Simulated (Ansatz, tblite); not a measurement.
Cost and result up the ladder for MgB₆ (7 atoms). The state is a singlet with charge 0. Geometry: PBE0-D4/def2-SVP.

```xyz
7

Mg    1.5048   -0.8512    2.5231
B    -0.6586    1.5156   -0.3621
B     0.0391   -1.3075    1.0664
B     0.3804   -1.0881   -0.4214
B    -0.7899    1.4262   -1.8783
B    -0.3727    0.1876    0.4777
B    -0.1031    0.1174   -1.4054
```

Ansatz on 4 threads of Intel Xeon on a shared host; xTB runs through tblite on one thread. Times are rough, summed over both states, and most runs start from the orbitals of an earlier one. No level here is sound enough to serve as a yardstick. The other state is a doublet.

The xTB rows come from tblite. The structure comes from a short search, and lower isomers may exist.

Raw xTB energies of ions are shifted by several eV.

```tsv
level	functions	wall time	vertical IE (eV)	remarks
GFN2-xTB	33	0.031 s	9.14	–
GFN1-xTB	28	0.065 s	12.34	–
PBE-D4/def2-TZVP (with forces)	218	7.6 s	7.06	restricted SCF unstable in HF (singlet)
PBE0-D4/def2-TZVP (with forces)	218	16 s	6.88	restricted SCF unstable in HF (singlet), spin-contaminated (⟨S²⟩ 0.89) (+1 doublet)
CAM-B3LYP-D4/def2-TZVP	218	16 s	6.80	restricted SCF unstable in HF (singlet), spin-contaminated (⟨S²⟩ 0.89) (+1 doublet)
```
